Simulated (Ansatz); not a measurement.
Correlation energies of C$_{2}$F$_{2}$N$_{2}$Si (`N#C[Si](F)(F)C#N`) by basis set

Cartesian coordinates in Å:
```
N 1.776 -2.030 -0.091
C 1.178 -1.048 -0.052
Si 0.207 0.493 0.010
F 0.528 1.354 -1.256
F 0.578 1.282 1.308
C -1.574 0.106 0.034
N -2.694 -0.156 0.048
```

The species carries charge 0 and has multiplicity 1. The geometry is a stationary point of PBE0-D4/def2-TZVP. Frozen core, restricted reference, the Gaussian-basis code of Ansatz. CBS rows extrapolate triple and quadruple zeta; past MP2 they add the triple-zeta difference.

| basis | HF (Eh) | MP2 corr. | CCSD corr. | (T) | CCSD(T) total |
| --- | --- | --- | --- | --- | --- |
| def2-SVP | -672.16592 | ? | -1.01299 | -0.03322 | ? |
| def2-TZVPP | -672.76332 | -1.26315 | ? | -0.05555 | ? |
| def2-QZVPP | ? | -1.36452 | – | – | – |
| CBS(def2) | -672.79309 | ? | -1.44008 | as TZ | ? |

Fill in the withheld values. (Best estimate.)

Computed: def2-SVP MP2 corr.: -1.00165; def2-SVP CCSD(T) total: -673.21213; def2-TZVPP CCSD corr.: -1.26364; def2-TZVPP CCSD(T) total: -674.08251; def2-QZVPP HF (Eh): -672.78949; CBS(def2) MP2 corr.: -1.43960; CBS(def2) CCSD(T) total: -674.28872.
